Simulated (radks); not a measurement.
Species: Ne IV. Configuration: [He] 2s2 2p3. Calculated with a radial shooting solver on a logarithmic mesh with Libxc functionals: scalar-relativistic Kohn-Sham, PBE, spin-polarised, spherical densities, finite nucleus; open shells are filled with parallel spins first; Fermi nuclear charge, rms radius 3.0055 fm. Some entries of the table are withheld. Estimate them.

orbital  occ.  eigenvalue (hartree)  r(max) (bohr)  <r> (bohr)
1s up       1             -33.62751         0.1027      0.1580
1s down     1             -33.49688         0.1025      0.1575
2s up       1              -3.90706         0.6422         (1)
2s down     1              -3.59841         0.6514         (2)
2p up       3              -3.07760         0.5552      0.7440
2p down     0              -2.75346         0.5690      0.7745

Answer. 
(1) 2s up <r> (bohr): 0.7886
(2) 2s down <r> (bohr): 0.8089
